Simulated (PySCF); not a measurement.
H4N2O2W, SMILES [NH]=[W]([NH2])(=[O])[OH], multiplicity 1. Geometry optimised at PBE0-D3(BJ)/def2-SVP. The spin state was assumed, not searched. The structure was generated by enumeration; whether it is a known compound was not checked. The def2 effective core potentials stand for the cores of W; spin–orbit coupling is left out. One conformer was computed; it need not be the lowest.

Computed equilibrium geometry at PBE0-D3(BJ)/def2-SVP (PySCF confirms it by a frequency run) as a Z-matrix (one conformer of several):
```
W
O 1 1.7113
N 1 1.7569 2 112.52
H 3 1.0166 1 147.27 2 -1.57
O 1 1.9008 2 109.12 3 -121.80
H 5 0.9621 1 125.53 2 134.02
N 1 1.9450 2 108.65 3 116.25
H 7 1.0147 1 125.18 2 -134.66
H 7 1.0166 8 111.07 1 -169.42
```
Charge 0, spin multiplicity 1.
